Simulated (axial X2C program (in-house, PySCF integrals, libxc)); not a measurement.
GaGe: from the spin-free to the two-component result

All values were computed with an in-house all-electron X2C program for linear molecules (integrals from PySCF). Spin-free means the one-electron spin-free X2C Hamiltonian; two-component (2c) means X2C with spin–orbit coupling and atomic mean-field two-electron Coulomb and Gaunt terms, so the difference of the two also holds small scalar two-electron terms. Basis: Ge dyall-cv3z [9s9p7d4f1g], Ga dyall-cv3z [9s9p7d4f1g] (cores contracted in-house); Gaussian nuclei, density fitting, unrestricted open shells. Masses: Ge 73.921 u, Ga 68.926 u.

Spin-free state: M_S = 3/2, Λ = 0 (beyond evenly filled blocks: σα, π+α, π-α); fragments Ge + Ga.

```
    level  Re (Å)  ωe (cm⁻¹)  De (eV)  μ (D)
     PBE0   2.467      218.5    2.396   1.22
       HF   2.547      198.8    1.476   2.12
      MP2   2.488      221.6    2.179    n/a
     CCSD   2.503      216.6    2.074    n/a
  CCSD(T)   2.499      218.6    2.192    n/a
BHandHLYP   2.478      215.7    2.029   1.44
```

Correlated methods: 7 electrons correlated (number of frozen shells: Ge 3 s, 2 p, 1 d; Ga 3 s, 2 p, 1 d), 297 virtual spin orbitals or spinors in MP2, 90 natural virtuals in coupled cluster.

Dipoles are positive if Ga is the positive end.

Two-component determinant lowest at the distance of the search:

Ω = 3/2 (⟨Sz⟩ = 1.50, ⟨Lz⟩ = 0.00 at HF); fragments Ge + Ga.

```tsv
level	Re (Å)	ωe (cm⁻¹)	μ (D)
PBE0	2.468	218.1	1.22
HF	2.549	198.5	2.12
MP2	2.489	221.0	n/a
CCSD	2.505	216.2	n/a
CCSD(T)	2.501	218.4	n/a
BHandHLYP	2.480	215.0	1.44
```

**Question.** From the two tables, how do the constants change at the CCSD(T) level (2c against spin-free)?

**Answer.** At the CCSD(T) level Re increases by 0.002 Å and ωe stays the same within 0.2 cm⁻¹.

The state is a single determinant with fixed occupations, the lowest that a limited PBE0 search found. De is counted from the lowest determinant-based energies of the atoms at the same level, without counterpoise correction. De is not given where an atomic determinant may have missed its ground term or J level, or where the truncated virtual space spoils (T). Density functionals use the spin component along the axis (collinear). CCSD and (T) use frozen natural virtuals with an MP2 correction for the truncation; (T) itself is uncorrected, so its De runs slightly low. Other states lie close and PBE0, whose exact exchange favours high spin, may order them wrongly; the determinant shown need not be the ground state. The nearest other spin-free determinant of the search, M_S = 1/2, Λ = 0, lies 0.37 eV up at the distance of the search. The functionals have no current-density term, which raises determinants with orbital currents, atoms included. With several unpaired electrons one determinant need not be a pure state. This is the top spin component of a Σ state; components of lower Ω are not single determinants and can lie lower. With the outer-core shells frozen, correlated bond lengths of heavy atoms tend to come out a few hundredths of an ångström too long.
